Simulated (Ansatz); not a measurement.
```xyz
10

F     0.749    0.286   -2.279
C     0.391    0.018   -1.021
C     0.678   -1.088   -0.330
Ge   -0.281   -0.372    1.195
C    -0.414    1.007   -0.239
H     1.241   -1.951   -0.655
H     0.540    0.012    2.436
H    -1.591   -1.064    1.600
H     0.095    1.955   -0.059
H    -1.408    1.197   -0.648
```

The species carries charge 0 and has multiplicity 1.

**Question.** List the CAM-B3LYP/def2-TZVPP orbital energies in eV (Ansatz 0.2.0). (An estimate is asked.)

**Answer.** The calculation gave: Occupied: -10852.16, -1356.40, -1207.36, -1207.34, -1207.34, -673.98, -281.46, -279.02, -278.73, -171.23, -121.54, -121.50, -121.50, -35.71, -35.11, -35.09, -35.08, -35.07, -35.03, -24.64, -20.73, -18.35, -16.22, -15.79, -15.14, -14.84, -13.38, -11.84, -11.18, -10.59, -9.79, -8.80. Lowest empty: 1.36, 1.39, 1.94, 2.23, 3.22, 3.42, 3.71, 4.34.
